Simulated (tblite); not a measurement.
C23H19B (heteroacene and heterole-fused PAH), SMILES Cc1cc(C)c(B2C=c3ccc4cccc5ccc2c3c54)c(C)c1 at step 2 of a GFN2-xTB optimisation (tblite, gas phase), coordinates in Å:

```
  1 C    -5.856    1.670    0.190
  2 C    -4.495    1.017    0.184
  3 C    -3.770    0.900   -0.998
  4 C    -2.500    0.335   -1.015
  5 C    -1.759    0.255   -2.342
  6 C    -1.933   -0.151    0.189
  7 B    -0.514   -0.797    0.167
  8 C     0.003   -1.929   -0.772
  9 C     1.350   -1.825   -0.884
 10 C     2.317   -2.556   -1.637
 11 C     3.620   -2.206   -1.591
 12 C     4.105   -1.083   -0.812
 13 C     5.419   -0.684   -0.759
 14 C     5.787    0.445    0.007
 15 C     4.863    1.167    0.707
 16 C     3.489    0.803    0.700
 17 C     2.467    1.504    1.366
 18 C     1.147    1.095    1.296
 19 C     0.814   -0.044    0.582
 20 C     1.827   -0.707   -0.088
 21 C     3.158   -0.333   -0.068
 22 C    -2.659   -0.007    1.392
 23 C    -2.098   -0.505    2.715
 24 C    -3.921    0.572    1.370
 25 H    -5.734    2.749    0.345
 26 H    -6.372    1.502   -0.758
 27 H    -6.473    1.266    0.993
 28 H    -4.215    1.267   -1.921
 29 H    -0.731    0.604   -2.232
 30 H    -2.242    0.876   -3.102
 31 H    -1.753   -0.780   -2.699
 32 H    -0.548   -2.657   -1.334
 33 H     1.943   -3.373   -2.223
 34 H     4.353   -2.765   -2.154
 35 H     6.177   -1.224   -1.314
 36 H     6.832    0.740    0.026
 37 H     5.152    2.036    1.284
 38 H     2.730    2.388    1.939
 39 H     0.356    1.643    1.794
 40 H    -1.853   -1.567    2.643
 41 H    -1.193    0.054    2.979
 42 H    -2.817   -0.387    3.533
 43 H    -4.474    0.690    2.300
```

Task: What are the forces on the atoms (eV/Å)?

Result: 
```
  1 C     0.23   -0.12    0.01
  2 C    -0.12    0.12    0.01
  3 C     0.05   -0.01    0.10
  4 C    -0.05   -0.08    0.04
  5 C    -0.16   -0.01    0.37
  6 C    -0.20   -0.01   -0.01
  7 B    -0.25    0.49   -0.58
  8 C    -0.30   -0.19    0.09
  9 C     0.00    0.06    0.08
 10 C     0.01    0.19    0.11
 11 C     0.01    0.06    0.05
 12 C    -0.05   -0.08   -0.08
 13 C     0.24    0.14    0.02
 14 C     0.04   -0.12   -0.10
 15 C    -0.04    0.18    0.17
 16 C     0.37    0.19    0.02
 17 C     0.10    0.12    0.05
 18 C     0.01    0.11    0.19
 19 C    -0.11   -0.20    0.22
 20 C     0.09   -0.15   -0.11
 21 C    -0.20    0.02    0.03
 22 C     0.03   -0.02    0.04
 23 C    -0.09    0.10   -0.30
 24 C    -0.02    0.04    0.01
 25 H    -0.12   -0.21   -0.05
 26 H     0.09    0.10    0.09
 27 H     0.08    0.10   -0.05
 28 H     0.14   -0.09    0.16
 29 H    -0.08   -0.16    0.03
 30 H    -0.02   -0.13    0.21
 31 H     0.09    0.22    0.09
 32 H    -0.18   -0.27   -0.02
 33 H     0.14   -0.30   -0.24
 34 H     0.07   -0.03   -0.04
 35 H    -0.04    0.05    0.08
 36 H    -0.17   -0.04    0.00
 37 H     0.09   -0.03   -0.04
 38 H     0.00   -0.10   -0.07
 39 H     0.16    0.11    0.06
 40 H     0.10    0.15   -0.02
 41 H    -0.13   -0.20   -0.11
 42 H     0.09    0.06   -0.29
 43 H     0.11   -0.07   -0.20
```
